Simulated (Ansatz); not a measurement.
Relaxation of C3H9ClO3Si (17 atoms, charge 0, multiplicity 1), to a largest force component of 0.02 eV/Å in at most 40 steps.

Method: RKS PBE0-D4/STO-3G in Ansatz.

```xyz
17
Properties=species:S:1:pos:R:3
Si 0.000 0.000 0.000
Cl 0.000 0.000 2.130
O 1.584 0.000 -0.559
C 2.350 -1.163 -0.836
H 1.719 -1.905 -1.367
H 3.218 -0.893 -1.473
H 2.714 -1.602 0.116
O -0.791 1.371 -0.559
C -2.151 1.418 -0.965
H -2.769 0.822 -0.261
H -2.502 2.471 -0.964
H -2.247 0.998 -1.988
O -0.791 -1.371 -0.559
C -1.536 -2.268 0.250
H -1.225 -2.158 1.310
H -2.619 -2.040 0.157
H -1.349 -3.311 -0.083
```

Q: Where does it end, and by what steps?

A: It converged. The force dipped under the threshold on the way, but the program's further checks kept it going. Limits of this set-up: minimal basis. After 18 steps the energy has fallen by 0.629 eV; H12 moved furthest, 1.35 Å.

| step | energy less start (eV) | largest force component (eV/Å) | accepted |
| --- | --- | --- | --- |
| 0 | 0.0000 | 2.450 | yes |
| 1 | -0.3896 | 0.699 | yes |
| 2 | -0.4793 | 0.373 | yes |
| 3 | -0.5168 | 0.525 | yes |
| 4 | -0.5465 | 0.445 | yes |
| 5 | -0.5719 | 0.474 | yes |
| 6 | -0.6028 | 0.171 | yes |
| 7 | -0.6156 | 0.130 | yes |
| 8 | -0.6182 | 0.074 | yes |
| 9 | -0.5902 | 1.100 | no |
| 10 | -0.6211 | 0.042 | yes |
| 11 | -0.6240 | 0.154 | yes |
| 12 | -0.6256 | 0.091 | yes |
| 13 | -0.6272 | 0.061 | yes |
| 14 | -0.6278 | 0.115 | yes |
| 15 | -0.6285 | 0.065 | yes |
| 16 | -0.6290 | 0.021 | yes |
| 17 | -0.6293 | 0.009 | yes |
| 18 | -0.6294 | 0.018 | yes |

```xyz
17
Properties=species:S:1:pos:R:3
Si 0.019 -0.192 -0.419
Cl 0.006 0.035 1.698
O 1.556 -0.008 -1.081
C 2.467 -1.057 -0.646
H 2.104 -2.075 -0.894
H 3.423 -0.896 -1.175
H 2.669 -1.021 0.444
O -0.824 1.080 -1.138
C -2.142 1.322 -0.578
H -2.142 1.378 0.529
H -2.487 2.297 -0.968
H -2.884 0.557 -0.885
O -0.493 -1.761 -0.784
C -1.676 -2.212 -0.077
H -1.639 -2.002 1.012
H -2.610 -1.769 -0.480
H -1.742 -3.307 -0.211
```

Whether the end is a true minimum wasn't checked by a vibrational analysis.

The run took 91 s on 1 thread of AMD EPYC 7R43 64-Core Processor (Zen 3), on a shared host, peak memory 0.18 GiB.
